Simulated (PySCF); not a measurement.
Excitations are Tamm–Dancoff values on a coarser integration grid. The basis has no diffuse functions, so Rydberg states are missing or too high.

Cartesian coordinates (Å):
```xyz
7

O      1.2613    -1.1111    -0.1847
Al     0.0000     0.0000     0.0000
O      0.2856     1.6501    -0.2349
O     -1.5469    -0.5390     0.4197
H      2.1505    -0.8443    -0.4217
H     -0.4031     2.3094    -0.1395
H     -1.7475    -1.4652     0.5611
```
Charge 0, spin multiplicity 1.

Task: What is the computed S1 excitation (TDA), total energy, T1 excitation (TDA), dipole moment and brightest of the four lowest singlets (TDA) (r2SCAN-D4/def2-TZVP run with PySCF)?

Result: 
| Property | Value |
|---|---|
| S1 excitation (TDA) | 6.86 eV |
| total energy | -470.0634 Ha |
| T1 excitation (TDA) | 6.52 eV |
| dipole moment | 0.00 D |
| brightest of the four lowest singlets (TDA) | 7.71 eV |
